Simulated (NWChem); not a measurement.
System: C2H3F2NSi; SMILES N#CC(F)(F)[SiH3]

Output (shortened):

```
             Northwest Computational Chemistry Package (NWChem) 7.3.0
             --------------------------------------------------------

 CS  symmetry detected

                             Geometry "geometry" -> ""
                             -------------------------

 Output coordinates in angstroms (scale by  1.889725989 to convert to a.u.)

  No.       Tag          Charge          X              Y              Z
 ---- ---------------- ---------- -------------- -------------- --------------
    1 N                    7.0000    -1.01237504    -2.33580923     0.00000000
    2 C                    6.0000    -0.36183985    -1.37541019     0.00000000
    3 C                    6.0000     0.36510043    -0.08960290     0.00000000
    4 F                    9.0000     1.17584783    -0.05274394    -1.10895000
    5 F                    9.0000     1.17584783    -0.05274394     1.10895000
    6 Si                  14.0000    -0.78469017     1.47120594     0.00000000
    7 H                    1.0000    -1.61747719     1.42613040    -1.22367900
    8 H                    1.0000     0.12241761     2.64099006     0.00000000
    9 H                    1.0000    -1.61747719     1.42613040     1.22367900

 Effective nuclear repulsion energy (a.u.)     279.9306935000

      Symmetry information
      --------------------

 Group name             Cs
 Group number              2
 Group order               2
 No. of unique centers     7

                                 NWChem DFT Module
                                 -----------------

 Summary of "ao basis" -> "ao basis" (spherical)
 ------------------------------------------------------------------------------
       Tag                 Description            Shells   Functions and Types
 ---------------- ------------------------------  ------  ---------------------
 N                         def2-tzvp                11       31   5s3p2d1f
 C                         def2-tzvp                11       31   5s3p2d1f
 F                         def2-tzvp                11       31   5s3p2d1f
 Si                        def2-tzvp                13       37   5s5p2d1f
 H                         def2-tzvp                 4        6   3s1p

      Symmetry analysis of basis
      --------------------------

        a'        130
        a"         80

            General Information
            -------------------
          SCF calculation type: DFT
          Wavefunction type:  closed shell.
          No. of atoms     :     9
          No. of electrons :    54
           Alpha electrons :    27
            Beta electrons :    27
          Charge           :     0
          Spin multiplicity:     1
          Use of symmetry is: on ; symmetry adaption is: on
          Maximum number of iterations: 150
          AO basis - number of functions:   210
                     number of shells:    80
          Convergence on energy requested:  1.00D-06
          Convergence on density requested:  1.00D-05
          Convergence on gradient requested:  5.00D-04

              XC Information
              --------------
                        Slater Exchange Functional  1.000 local
                      VWN V Correlation Functional  1.000 local

             Grid Information
             ----------------
          Grid used for XC integration:  medium
          Radial quadrature: Mura-Knowles
          Angular quadrature: Lebedev.
          Tag              B.-S. Rad. Rad. Pts. Rad. Cut. Ang. Pts.
          ---              ---------- --------- --------- ---------
          N                   0.65       49          13.0       434
          C                   0.70       49          11.0       434
          F                   0.50       49          11.0       434
          Si                  1.10       88          10.0       590
          H                   0.35       45          12.0       434
          Grid pruning is: on
          Number of quadrature shells:   374
          Spatial weights used:  Erf1

      Superposition of Atomic Density Guess
      -------------------------------------

 Sum of atomic energies:        -618.82520305

      Non-variational initial energy
      ------------------------------

 Total energy =    -620.791305
 1-e energy   =   -1412.461297
 2-e energy   =     511.739298
 HOMO         =      -0.335855
 LUMO         =       0.000334

      Symmetry analysis of molecular orbitals - initial
      -------------------------------------------------

  Numbering of irreducible representations:

     1 a'          2 a"

  Orbital symmetries:

     1 a'          2 a'          3 a"          4 a'          5 a'
     6 a'          7 a'          8 a'          9 a"         10 a'
    11 a'         12 a"         13 a'         14 a'         15 a'
    16 a'         17 a"         18 a'         19 a"         20 a'
    21 a"         22 a'         23 a"         24 a'         25 a"
    26 a'         27 a'         28 a"         29 a'         30 a'
    31 a"         32 a'         33 a'         34 a'         35 a"
    36 a'         37 a'

------------------------------------------------------------
EAF file 0: "./job.aoints.0" size=487063552 bytes
------------------------------------------------------------
               write      read    awrite     aread      wait
               -----      ----    ------     -----      ----
     calls:      929         0         0         0         0
   data(b): 4.87e+08  0.00e+00  0.00e+00  0.00e+00
   time(s): 0.00e+00  0.00e+00  0.00e+00  0.00e+00  0.00e+00
rate(mb/s): 0.00e+00  0.00e+00
------------------------------------------------------------

     ---------------------------------------------
      Total Density - Mulliken Population Analysis
     ---------------------------------------------

    Atom       Charge   Shell Charges
 -----------   ------   -------------------------------------------------------
    1 N    7     7.63   0.82  1.15  0.63  0.93  0.26  1.49  1.61  0.69  0.01  0.03  0.00
    2 C    6     5.63   0.86  1.12  0.60  0.54  0.12  1.04  1.01  0.27  0.03  0.04  0.02
    3 C    6     5.20   0.85  1.13  0.49  0.62  0.05  0.81  0.93  0.12  0.04  0.14  0.02
    4 F    9     9.37   0.77  1.20  0.61  1.00  0.31  2.32  2.30  0.84  0.00  0.01  0.00
    5 F    9     9.37   0.77  1.20  0.61  1.00  0.31  2.32  2.30  0.84  0.00  0.01  0.00
    6 Si  14    13.69   2.00  0.59  1.39  0.89  0.47  4.12  1.73  0.52  1.34  0.49  0.08  0.07  0.01
    7 H    1     1.04   0.23  0.54  0.26  0.01
    8 H    1     1.04   0.23  0.54  0.26  0.01
    9 H    1     1.04   0.23  0.54  0.26  0.01

   convergence    iter        energy       DeltaE   RMS-Dens  Diis-err
 ---------------- ----- ----------------- --------- --------- ---------
 d= 0,ls=0.0,diis     1   -618.2251640866 -8.98D+02  1.10D-02  4.35D+00
 d= 0,ls=0.0,diis     2   -617.0107137659  1.21D+00  9.37D-03  1.46D+01
 d= 0,ls=0.0,diis     3   -618.2697801138 -1.26D+00  4.42D-03  2.03D+00
 d= 0,ls=0.0,diis     4   -618.3896146439 -1.20D-01  2.52D-03  8.98D-01
 d= 0,ls=0.0,diis     5   -618.4760371799 -8.64D-02  5.68D-04  5.86D-02
  Resetting Diis
 d= 0,ls=0.0,diis     6   -618.4808414417 -4.80D-03  2.09D-04  3.76D-03
 d= 0,ls=0.0,diis     7   -618.4812180388 -3.77D-04  1.04D-04  2.11D-04
 d= 0,ls=0.0,diis     8   -618.4811693562  4.87D-05  6.15D-05  7.10D-04
 d= 0,ls=0.0,diis     9   -618.4812363284 -6.70D-05  2.33D-05  8.18D-05
 d= 0,ls=0.0,diis    10   -618.4812445740 -8.25D-06  5.51D-06  6.02D-06
 d= 0,ls=0.0,diis    11   -618.4812452169 -6.43D-07  1.05D-06  2.65D-07

         Total DFT energy =     -618.481245216861
      One electron energy =    -1414.149564234347
           Coulomb energy =      572.620777223645
    Exchange-Corr. energy =      -56.883151706170
 Nuclear repulsion energy =      279.930693500011

 Numeric. integr. density =       53.999982310765

                  Occupations of the irreducible representations
                  ----------------------------------------------

                     irrep           alpha         beta
                     --------     --------     --------
                     a'               19.0         19.0
                     a"                8.0          8.0

                       DFT Final Molecular Orbital Analysis
                       ------------------------------------

 Vector   25  Occ=2.000000D+00  E=-3.401710D-01  Symmetry=a"
              MO Center= -8.6D-01, -4.1D-01, -2.8D-14, r^2= 4.6D+00
   Bfn.  Coefficient  Atom+Function         Bfn.  Coefficient  Atom+Function
  ----- ------------  ---------------      ----- ------------  ---------------
     8      0.254001  1 N  pz                39      0.223882  2 C  pz
   172     -0.203133  6 Si pz                11      0.197447  1 N  pz
    42      0.182755  2 C  pz               194      0.147873  7 H  s
   206     -0.147873  9 H  s                 14      0.110312  1 N  pz
   100     -0.101966  4 F  py               131      0.101966  5 F  py

 Vector   26  Occ=2.000000D+00  E=-3.375632D-01  Symmetry=a'
              MO Center= -5.1D-01, -5.0D-01,  3.5D-14, r^2= 5.5D+00
   Bfn.  Coefficient  Atom+Function         Bfn.  Coefficient  Atom+Function
  ----- ------------  ---------------      ----- ------------  ---------------
     7      0.249055  1 N  py                37     -0.222271  2 C  px
    40     -0.183438  2 C  px                10      0.166599  1 N  py
   200      0.161868  8 H  s                170      0.155418  6 Si px
     4     -0.145770  1 N  s                  6     -0.112300  1 N  px
     9     -0.106298  1 N  px                13      0.105968  1 N  py

[...]
```

Level: LDA (Slater exchange, VWN5)/def2-TZVP. All runs use the structure optimised with B3LYP/6-31G* (spherical d).

Q: Which NWChem input produces such a log?

A: This is not unique; one that fits is the input that was run:
```
start job
memory heap 200 mb stack 900 mb global 1100 mb
geometry units angstroms noautoz
  N     -0.997128    -2.360928     0.000000
  C     -0.349579    -1.398513     0.000000
  C      0.373364    -0.110454     0.000000
  F      1.183993    -0.071077    -1.108950
  F      1.183993    -0.071077     1.108950
  Si    -0.781269     1.446776     0.000000
  H     -1.613912     1.399114    -1.223679
  H      0.122201     2.619372     0.000000
  H     -1.613912     1.399114     1.223679
end
basis spherical
  * library def2-tzvp
end
dft
  xc slater vwn_5
  iterations 150
  semidirect filesize 400000000
  mulliken
end
task dft energy
```
